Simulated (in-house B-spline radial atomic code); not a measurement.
A fraction x of an electron is removed from 5p in Ce+, starting from [Xe] 4f1 5d2 and keeping the highest spin. Level of theory: scalar-relativistic (X2C) LDA exchange-only, spin-polarised, spherical fractional occupations, Fermi nucleus of rms radius 4.8771 fm; calculated with a radial B-spline atomic code at the basis-set limit.

| x | E(x) - E(0) (eV) | 5p down level (eV) |
| --- | --- | --- |
| 0 | 0.0000 | -25.331 |
| 0.08 | 2.0545 | -26.033 |
| 0.16 | 4.1656 | -26.748 |
| 0.3 | 7.9995 | -28.028 |
| 0.4 | 10.8490 | -28.963 |
| 0.5 | ? | ? |
| 0.6 | ? | ? |
| 0.74 | 21.2504 | -32.247 |
| 0.84 | 24.5247 | -33.241 |
| 1 | 29.9717 | -34.851 |

(1) What belongs in the row x = 0.5?

(2) What belongs in the row x = 0.6?

(3) Check Janak's theorem between x = 0.08 and 0.16.

Answers

(1) An energy change of 13.7926 eV; 5p down at -29.913 eV.

(2) An energy change of 16.8320 eV; 5p down at -30.877 eV.

(3) The slope of the energy is 26.39 eV; the orbital levels give 26.39 eV (-ε of the emptying orbital, averaged over the two points).
